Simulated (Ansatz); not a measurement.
The same path of BF2H3Si + H2S (10 atoms, charge 0, multiplicity 1) was run twice with different band settings. Lost on the way: B1–Si2, H5–S6. Made: B1–S6, Si2–H5.

These are results of RKS PBE0-D4/6-31G* in Ansatz, not measurements.

Relaxed end points:

```xyz
10
Properties=species:S:1:pos:R:3
B -0.661 -0.630 -1.039
Si 1.234 -0.661 -0.318
F -1.484 -1.650 -0.861
F -1.105 0.364 -1.797
H -0.291 1.367 2.128
S -1.446 1.052 1.514
H 1.778 0.722 -0.190
H 2.136 -1.424 -1.231
H 1.278 -1.315 1.021
H -1.438 2.175 0.774
```

```xyz
10
Properties=species:S:1:pos:R:3
B -1.787 0.083 -0.577
Si 1.868 -0.562 0.325
F -2.131 -1.183 -0.697
F -0.820 0.555 -1.348
H 0.633 -0.409 1.142
S -2.650 1.121 0.622
H 2.279 0.765 -0.206
H 1.606 -1.494 -0.802
H 2.952 -1.111 1.185
H -1.949 2.235 0.354
```

Common settings: movable images 9; climbing image yes; spring 5.0 eV/Å²; optimiser quadratic models (default); force threshold 0.05 eV/Å; iteration limit 60; end points relaxed.

| run | start path |
| --- | --- |
| 1 | through a guess of the saddle point |
| 2 | straight line |

**Question.** What does each run give, and how far can it be trusted?

**Answer.** Run 1: converged after 14 iterations, highest image 1.232 eV above the first end. A vibrational analysis at the climbing image gives one clearly imaginary mode, 964i cm⁻¹: a first-order saddle point.
Run 2: converged after 16 iterations, highest image 1.232 eV above the first end. Neighbouring images differ by up to 1.2 eV, so the band resolves the path poorly. Another band between the same ends (9 images) ends at a top of the same energy, where a vibrational analysis finds 1 clearly imaginary mode.
The orbitals stay closed-shell, which can raise the energy where a bond breaks towards radicals; this wasn't checked here.
